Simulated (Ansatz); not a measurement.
Ansatz (a program for electronic structure) input:

Ansatz 0.2 input:
```yaml
crystal:
  periodic: [false, false, false]
  atoms:
    - {symbol: B, position_ang: [1.26725708, 0.27969109, -0.18452685]}
    - {symbol: O, position_ang: [0.18620649, -0.31298018, 0.34388785]}
    - {symbol: C, position_ang: [-1.14107296, -0.01623305, -0.08071731]}
    - {symbol: H, position_ang: [2.32887472, -0.04717962, 0.24888937]}
    - {symbol: H, position_ang: [1.14511415, 1.09809773, -1.05251341]}
    - {symbol: H, position_ang: [-1.60287980, -0.93359745, -0.44632455]}
    - {symbol: H, position_ang: [-1.70761688, 0.34779018, 0.77660802]}
    - {symbol: H, position_ang: [-1.14299177, 0.73767341, -0.87082415]}
basis:
  gaussian:
    orbitals: def2-SVP
hamiltonian:
  xc: {name: PBE0}
```

**Question.** What final total energy does it print?

**Answer.** -140.92713 Eh (PBE0/def2-SVP). The basis has 67 functions.
